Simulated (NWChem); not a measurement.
System meant: CH6AgNS; SMILES C[S][Ag]<-[NH3]

Input file for NWChem:

```
start job
memory heap 200 mb stack 900 mb global 1100 mb
geometry units angstroms noautoz
  Ag     0.025838    -0.562094     0.004263
  S      0.562686     1.685869     0.007620
  C     -1.041009     2.557646    -0.000452
  H     -1.633635     2.340885    -0.901446
  H     -0.824990     3.637086     0.007926
  H     -1.648861     2.330175     0.887617
  N     -0.355216    -2.725838     0.002467
  H     -0.770763    -3.043697     0.877735
  H      0.506325    -3.256256    -0.127074
  H     -0.988674    -3.002352    -0.747273
end
basis spherical
  * library def2-svp
end
ecp
  Ag library def2-ecp
end
dft
  xc pbe0
  iterations 4
  mulliken
end
task dft energy
```

End of the output:

```
    Atom       Charge   Shell Charges
 -----------   ------   -------------------------------------------------------
    1 Ag  19    19.32   0.00  0.95  1.01  0.56  0.28  5.61  0.64  0.27  8.52  1.48  0.00
    2 S   16    15.93   2.00  1.95  0.95  0.65  5.81  1.89  2.61  0.07
    3 C    6     6.18   1.96  0.60  0.34  1.85  1.36  0.07
    4 H    1     0.98   0.64  0.27  0.07
    5 H    1     0.97   0.64  0.27  0.07
    6 H    1     0.98   0.64  0.27  0.07
    7 N    7     6.94   1.97  0.69  0.41  2.20  1.65  0.03
    8 H    1     0.90   0.59  0.19  0.12
    9 H    1     0.90   0.59  0.19  0.12
   10 H    1     0.90   0.59  0.19  0.12

 center of mass
 --------------
 x =   0.06655612 y =  -0.06536826 z =   0.00000053

 moments of inertia (a.u.)
 ------------------
        1294.026206169108          -0.000000000000           0.000000000000
          -0.000000000000         127.973138953103          -0.000000000000
           0.000000000000          -0.000000000000        1400.797318866226

     Multipole analysis of the density
     ---------------------------------

     L   x y z        total         alpha         beta         nuclear
     -   - - -        -----         -----         ----         -------
     0   0 0 0      0.000000    -27.000000    -27.000000     54.000000

     1   1 0 0     -0.965991      1.581333      1.581333     -4.128657
     1   0 1 0     -3.120971    -15.065491    -15.065491     27.010010
     1   0 0 1     -0.000034     -0.002381     -0.002381      0.004728

     2   2 0 0    -34.558792    -53.131501    -53.131501     71.704210
     2   1 1 0     -1.497031      3.823120      3.823120     -9.143270
     2   1 0 1     -0.000675     -0.000652     -0.000652      0.000628
     2   0 2 0    -23.823566   -363.736083   -363.736083    703.648601
     2   0 1 1      0.000880      0.000453      0.000453     -0.000026
     2   0 0 2    -35.552348    -23.035522    -23.035522     10.518696

 ------------------------------------------------------------------------
 dft energy failed                                                                                  0
 ------------------------------------------------------------------------
 ------------------------------------------------------------------------
  current input line :
    26: task dft energy
 ------------------------------------------------------------------------
 ------------------------------------------------------------------------
 This type of error is most commonly associated with calculations not reaching convergence criteria
 ------------------------------------------------------------------------
 For more information see the NWChem manual at https://nwchemgit.github.io

0:dft energy failed:Received an Error in Communication
```

What is wrong, and how is it mended?

The run did not converge; its last values are not results. Cause: the SCF was allowed too few iterations. This input runs:
```
start job
memory heap 200 mb stack 900 mb global 1100 mb
geometry units angstroms noautoz
  Ag     0.025838    -0.562094     0.004263
  S      0.562686     1.685869     0.007620
  C     -1.041009     2.557646    -0.000452
  H     -1.633635     2.340885    -0.901446
  H     -0.824990     3.637086     0.007926
  H     -1.648861     2.330175     0.887617
  N     -0.355216    -2.725838     0.002467
  H     -0.770763    -3.043697     0.877735
  H      0.506325    -3.256256    -0.127074
  H     -0.988674    -3.002352    -0.747273
end
basis spherical
  Ag library def2-svp
  S library def2-svp
  C library def2-svp
  H library def2-svp
  N library def2-svp
end
ecp
  Ag library def2-ecp
end
dft
  xc pbe0
  iterations 150
  mulliken
end
task dft energy
```
It converges to -641.20691 Ha (PBE0/def2-SVP with def2 effective core potentials on Ag).
